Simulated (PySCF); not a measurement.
PySCF 2.14 output of a UHF calculation on a single atom or ion in dyall-av2z (17s13p2d, 66 functions), with the non-relativistic Hamiltonian (point nucleus):

```
SCF conv_tol = 1e-09
number electrons alpha = 10  beta = 9
cycle= 1 E= -598.755386624266  delta_E= -0.000512  |g|= 0.00726  |ddm|= 0.0152
cycle= 2 E= -598.755413766287  delta_E= -2.71e-05  |g|= 0.00192  |ddm|= 0.00341
cycle= 3 E= -598.755415904704  delta_E= -2.14e-06  |g|= 0.000206  |ddm|= 0.00126
cycle= 4 E= -598.755415936478  delta_E= -3.18e-08  |g|= 3.24e-05  |ddm|= 0.000205
cycle= 5 E= -598.755415937263  delta_E= -7.84e-10  |g|= 9.96e-06  |ddm|= 3.06e-05
converged SCF energy = -598.755415937263  <S^2> = 0.75094213  2S+1 = 2.0009419
```

The run itself started from symmetry-adapted Hartree-Fock orbitals and held the occupation by maximum overlap, so the iterations belong to that start.

Task: Which element, charge and spin multiplicity is this?

Result: K (potassium, neutral), multiplicity 2; the state was [Ar] 3d1, 2D determinant (an excited configuration).

At UHF the highest occupied level has a positive energy, so only the finite basis holds that electron; for this excited configuration the basis is too tight for the outer shell.
